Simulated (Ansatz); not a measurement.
(H2Al-mu-NH2)2 (Al2N2H8). Charge 0, multiplicity 1. Geometry PBE0-D4/def2-SVP.

```xyz
12

Al    0.2179    1.2947   -0.5495
H    -1.0570    2.1728   -0.9350
H     1.7207    1.7919   -0.7461
N     0.0151   -0.5338   -1.2536
Al   -0.2155   -1.2950    0.5496
H     1.0571   -2.1752    0.9373
H    -1.7197   -1.7898    0.7438
N    -0.0134    0.5336    1.2538
H     0.8286   -0.8852   -1.7606
H    -0.7844   -0.6644   -1.8749
H    -0.8310    0.8841    1.7551
H     0.7817    0.6662    1.8801
```

B3LYP takes the VWN-RPA correlation.

(1) Estimate the orbital energies around the gap (eV) in Ansatz with r2SCAN-D4/def2-TZVP, B3LYP-D4/def2-TZVP, PBE0-D4/def2-SVP, PBE0-D4/def2-TZVP, BHLYP-D4/def2-TZVP.

## Answers

(1) 
| orbital | r2SCAN-D4/def2-TZVP | B3LYP-D4/def2-TZVP | PBE0-D4/def2-SVP | PBE0-D4/def2-TZVP | BHLYP-D4/def2-TZVP |
| --- | --- | --- | --- | --- | --- |
| HOMO−9 | -13.05 | -13.97 | -14.26 | -14.28 | -15.84 |
| HOMO−8 | -12.76 | -13.68 | -14.04 | -14.02 | -15.60 |
| HOMO−7 | -12.68 | -13.65 | -13.95 | -13.98 | -15.53 |
| HOMO−6 | -10.55 | -11.52 | -11.82 | -11.84 | -13.34 |
| HOMO−5 | -9.67 | -10.56 | -10.79 | -10.81 | -12.28 |
| HOMO−4 | -8.59 | -9.46 | -9.76 | -9.74 | -11.13 |
| HOMO−3 | -8.56 | -9.39 | -9.58 | -9.62 | -10.96 |
| HOMO−2 | -7.12 | -7.92 | -8.10 | -8.12 | -9.40 |
| HOMO−1 | -7.03 | -7.81 | -7.96 | -7.99 | -9.23 |
| HOMO | -7.00 | -7.78 | -7.93 | -7.96 | -9.19 |
| LUMO | -0.52 | -0.49 | 0.07 | -0.26 | 0.43 |
| LUMO+1 | -0.02 | 0.01 | 0.67 | 0.28 | 0.98 |
| LUMO+2 | 0.98 | 0.98 | 1.61 | 1.20 | 1.84 |
| LUMO+3 | 1.16 | 1.24 | 1.96 | 1.52 | 2.13 |
| LUMO+4 | 1.41 | 1.43 | 1.99 | 1.64 | 2.22 |
| LUMO+5 | 1.57 | 1.47 | 2.04 | 1.67 | 2.67 |
